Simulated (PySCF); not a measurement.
**Polarisability and C₆ of Cr (chromium, neutral)**

[Ar] 3d5 4s1, high-spin 7S determinant. All numbers are calculated (PySCF 2.14, the spin-free X2C one-electron Hamiltonian (Gaussian nucleus), in ANO-RCC-VTZP (6s5p3d2f1g, 59 functions)). Coupled (time-dependent) response in atomic units; α is the mean over directions. The basis has no added diffuse functions, which lowers α and C₆.

```
method  mean α (bohr³)  C₆ (like pair)  S(−4)
   UHF           98.14           868.2   8133
   PBE           62.77           457.9   3255
  PBE0           68.50           526.2   3661
```

S(−4) is the Cauchy moment in α(ω) = α(0) + S(−4) ω² + …

Reference α: 83 ± 12 bohr³ (recommended; Schwerdtfeger and Nagle, table of static dipole polarizabilities (2023 update)). Published C₆: 602.0 (Chu and Dalgarno (2004); Tang, Norbeck and Certain (1976)).

Hartree-Fock lies above the reference because it lacks correlation, which contracts the outer shell.

α(iu) at PBE0:

```csv
u (hartree),α(iu) (bohr³)
0,68.50
0.0500,60.49
0.100,45.16
0.200,23.68
0.300,14.37
0.500,7.710
0.750,5.002
1.00,3.771
1.50,2.491
2.00,1.777
3.00,1.015
5.00,0.4448
```

A single London oscillator, α(iu) = α/(1 + u²/ω²), gives C₆ = (3/4) ω α². Matching the computed C₆ needs ω = 4 × 526.2 / (3 × 68.50²) = 0.150 hartree.
